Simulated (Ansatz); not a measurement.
```yaml
crystal:
  periodic: [false, false, false]
  atoms:
    - {symbol: P, position_ang: [-1.494739, 0.918246, -0.882654]}
    - {symbol: Si, position_ang: [0.566171, 0.612501, -0.109200]}
    - {symbol: Ga, position_ang: [0.417241, -1.335700, 1.349721]}
    - {symbol: H, position_ang: [-1.594307, -0.276568, -1.665425]}
    - {symbol: H, position_ang: [-1.148727, 1.698918, -2.006333]}
    - {symbol: H, position_ang: [0.958142, 1.875444, 0.630473]}
    - {symbol: H, position_ang: [1.559301, 0.327090, -1.112762]}
    - {symbol: H, position_ang: [-0.093440, -2.669957, 0.819428]}
    - {symbol: H, position_ang: [0.862561, -1.258356, 2.903735]}
basis:
  gaussian: {orbitals: def2-mTZVP}
hamiltonian: {xc: {name: wB97}}
```

```sh
$ ansatz run in.yaml --threads 2 --pin off --events-out ev --progress --plain --max-ram 4352MiB
```

Output, abridged:

```
Functional definition: wB97
1074 factors; their error is unknown
398 factors; integrals over basis functions are off by at most 9.3e-6 eV
mean field evaluation 1: about -69644.0921 eV, gradient 2.4e1 eV
mean field evaluation 2: about -69644.6330 eV, gradient 2.5e1 eV
mean field evaluation 4: about -69645.1176 eV, gradient 6.9e-1 eV
mean field evaluation 8: about -69645.0938 eV, gradient 8.4e-2 eV
mean field evaluation 16: about -69645.0939 eV, gradient 1.7e-5 eV
mean field -69645.09386926 eV, -2559.4099925550 hartree, gradient 1.7e-5 eV, S^2 0.000000; 0 other end points of the search recorded, 0 dependent functions left out
reference -69645.09385641 eV, -2559.4099920829 hartree; 33, 33 occupied and 65, 65 virtual orbitals, 1074 factors
Total energy: -69645.09385641 eV, -2559.4099920829 hartree
```

It took 4 s on 2 threads of an Arm Neoverse V2 on a shared host, with 0.22 GiB of host memory at the peak.
